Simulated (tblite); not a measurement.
Parent: `[CH3:1][C@@H:2]1[CH2:3][O:4][Si@H:5]([Cl:6])[CH2:7]1` with C1–C2–C3–O4 -81°, C2–C3–O4–Si5 -30°, C3–O4–Si5–Cl6 130°, O4–Si5–C7–C2 14°, C4H9ClOSi.

Computed geometry: GFN2-xTB, gas phase. One conformer each, not checked by frequencies here.

```csv
coordinate of the parent,value
C1–C2,1.526 Å
C2–C3,1.536 Å
C3–O4,1.410 Å
O4–Si5,1.631 Å
Si5–Cl6,2.005 Å
Si5–C7,1.906 Å
C2–C7,1.535 Å
C1–C2–C3,110.2°
C1–C2–C7,110.7°
C3–C2–C7,106.2°
C2–C3–O4,109.5°
C3–O4–Si5,113.9°
O4–Si5–Cl6,109.5°
O4–Si5–C7,94.9°
Cl6–Si5–C7,116.9°
C2–C7–Si5,102.4°
```

Task: How does the shared frame change in `[CH3:1][C:2]1=[CH:3][Si@@H:4]([Cl:5])[O:6][CH2:7]1`, C4H7ClOSi? Atoms pair as C1 = C1, C2 = C2, C3 = C7, O4 = O6, Si5 = Si4, Cl6 = Cl5, C7 = C3 (parent first).

Result: 
| parent | relative | value in the relative | change |
| --- | --- | --- | --- |
| C1–C2 | C1–C2 | 1.490 Å | -0.036 |
| C2–C3 | C2–C7 | 1.506 Å | -0.030 |
| C3–O4 | C7–O6 | 1.404 Å | -0.006 |
| O4–Si5 | O6–Si4 | 1.639 Å | +0.008 |
| Si5–Cl6 | Si4–Cl5 | 2.007 Å | +0.002 |
| Si5–C7 | Si4–C3 | 1.873 Å | -0.033 |
| C2–C7 | C2=C3 | 1.332 Å | -0.203 |
| C1–C2–C3 | C1–C2–C7 | 118.2° | +8.0 |
| C1–C2–C7 | C1–C2–C3 | 127.5° | +16.8 |
| C3–C2–C7 | C7–C2–C3 | 114.4° | +8.2 |
| C2–C3–O4 | C2–C7–O6 | 110.1° | +0.6 |
| C3–O4–Si5 | C7–O6–Si4 | 114.8° | +0.9 |
| O4–Si5–Cl6 | O6–Si4–Cl5 | 110.2° | +0.7 |
| O4–Si5–C7 | O6–Si4–C3 | 92.4° | -2.5 |
| Cl6–Si5–C7 | Cl5–Si4–C3 | 117.0° | +0.1 |
| C2–C7–Si5 | C2–C3–Si4 | 108.1° | +5.7 |

Of the parent's bonds, C2–C7 changes most (-0.203 Å). Point group C1 → C1.
